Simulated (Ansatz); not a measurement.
Ansatz (a quantum-chemistry and plane-wave program) input (HF/3-21G): The .json file is the Basis Set Exchange's 3-21G.

Ansatz 0.2 input:
```yaml
crystal:
  periodic: [false, false, false]
  atoms:
    - {symbol: C, position_ang: [-2.15174800, 0.12813000, 0.68086100]}
    - {symbol: C, position_ang: [-1.01383500, -0.55339500, 0.60937100]}
    - {symbol: C, position_ang: [-0.10382800, -0.60094000, -0.57563800]}
    - {symbol: Si, position_ang: [1.45351100, 0.43816600, -0.30413100]}
    - {symbol: H, position_ang: [-2.74689300, 0.14149500, 1.58436100]}
    - {symbol: H, position_ang: [-2.52779300, 0.69577200, -0.16304800]}
    - {symbol: H, position_ang: [-0.67801000, -1.10305300, 1.48491800]}
    - {symbol: H, position_ang: [0.21328300, -1.62836800, -0.77995700]}
    - {symbol: H, position_ang: [-0.61057700, -0.23229800, -1.47131600]}
    - {symbol: H, position_ang: [1.09012100, 1.86874400, -0.18011900]}
    - {symbol: H, position_ang: [2.13799000, 0.00871100, 0.93934900]}
    - {symbol: H, position_ang: [2.38918200, 0.27190800, -1.44392800]}
basis:
  gaussian:
    orbitals: 3-21G.json
hamiltonian:
  xc: {name: HF}
relax: {f_tol: 0.003, max_steps: 120}
```

From the output:

```
relax step  11: F+E_penalty+E_count = -11019.90145059 eV  Δ(F+E_penalty+E_count) = +2.903e-8 eV  max|allowed force component| = 2.068e-3 eV/Å  Δτ_max = 0.0009 Å  (32 SCF iters, rejected (line search))
these checks for a lower state are left out or cut short: starts, cluster_reference, orbital_swaps, neighbouring_geometries, increment
integrals: 0.01 GiB planned
742 factors; integrals over basis functions are off by at most 5.5e-4 eV
mean field: 0.13 GiB planned
mean field -11019.90145168 eV, -404.9739087919 hartree, gradient 7.4e-5 eV, S^2 0.000000; 0 other end points of the search recorded, 0 dependent functions left out
the calculation of the forces begins
reference -11019.90145168 eV, -404.9739087919 hartree; 20, 20 occupied and 36, 36 virtual orbitals, 742 factors
relax step  12: F+E_penalty+E_count = -11019.90145168 eV  Δ(F+E_penalty+E_count) = -1.069e-6 eV  max|allowed force component| = 1.013e-3 eV/Å  Δτ_max = 0.0004 Å  (33 SCF iters, accepted)
integrals: 0.01 GiB planned
742 factors; integrals over basis functions are off by at most 5.5e-4 eV
mean field: 0.13 GiB planned
mean field evaluation 96: about -11018.1567 eV, gradient 2.2e1 eV
mean field -11019.90145168 eV, -404.9739087919 hartree, gradient 7.4e-5 eV, S^2 0.000000; 1 other end points of the search recorded, 0 dependent functions left out
the calculation of the forces begins
reference -11019.90145168 eV, -404.9739087919 hartree; 20, 20 occupied and 36, 36 virtual orbitals, 742 factors
Total energy: -11019.90145168 eV, -404.9739087919 hartree
Atom 0 at    -2.135413     0.133656     0.694804 Å, force    -0.000611    -0.001013     0.000078 eV/Å
Atom 1 at    -1.027822    -0.574659     0.612485 Å, force     0.000252     0.000651    -0.000690 eV/Å
Atom 2 at    -0.115489    -0.618733    -0.589535 Å, force    -0.000144    -0.000473     0.000066 eV/Å
Atom 3 at     1.459905     0.454979    -0.307710 Å, force    -0.000024    -0.000002    -0.000001 eV/Å
Atom 4 at    -2.733569     0.141328     1.585613 Å, force     0.000203     0.000148     0.000144 eV/Å
Atom 5 at    -2.489848     0.731937    -0.124423 Å, force     0.000184     0.000473     0.000084 eV/Å
Atom 6 at    -0.709888    -1.161912     1.456960 Å, force    -0.000083    -0.000022     0.000320 eV/Å
Atom 7 at     0.193357    -1.640449    -0.791414 Å, force     0.000014     0.000008     0.000126 eV/Å
Atom 8 at    -0.631407    -0.254760    -1.472324 Å, force     0.000188     0.000070    -0.000019 eV/Å
Atom 9 at     1.089379     1.893629    -0.230148 Å, force     0.000169    -0.000012    -0.000040 eV/Å
Atom 10 at     2.119696     0.061683     0.968571 Å, force    -0.000141     0.000004    -0.000024 eV/Å
Atom 11 at     2.432501     0.268173    -1.422156 Å, force    -0.000007     0.000169    -0.000044 eV/Å
Dipole moment:    -0.043085    -0.077717    -0.037303 e Å
```

The geometry given is a B3LYP-D3(BJ)/def2-TZVP minimum.
